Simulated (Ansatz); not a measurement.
Sn₂Bi, relaxed as a doublet with UKS r2SCAN-D4/def2-SVP in Ansatz, starting from the GFN1-xTB geometry. Force threshold 0.02 eV/Å.

In the def2 sets Bi, Sn take a core potential; there is no spin–orbit coupling. The structure comes from a short search, and lower isomers may exist.

Start:

```
atom   x (Å)   y (Å)   z (Å)
 Bi1   1.320  -0.255  -1.028
 Sn2   0.142  -0.475   1.491
 Sn3  -1.462   0.730  -0.464
```

Problem. Estimate the energy that the relaxation releases and the steps that it takes.

Solution. 2.8 kcal/mol, in 4 steps; 28 s on 2 threads of Arm Neoverse V2 on a shared host. No frequencies were taken in this run, so the end may be a saddle point.

Problem. Does the start keep its bonding and symmetry?

Solution. By distances, no bond broke or formed. The bond that changes most is Sn2–Sn3, from 2.80 to 3.00 Å (atoms count from 1). Point group Cs at the start, C2v at the end, both within 0.05 Å.

Problem. Predict the relaxed structure.

Solution. 
```xyz
3

Bi    1.208   -0.211   -1.023
Sn    0.207   -0.532    1.601
Sn   -1.416    0.742   -0.578
```
Bond lengths (bridged metal pairs left out): 2 × Bi–Sn 2.83 Å; 1 × Sn–Sn 3.00 Å.
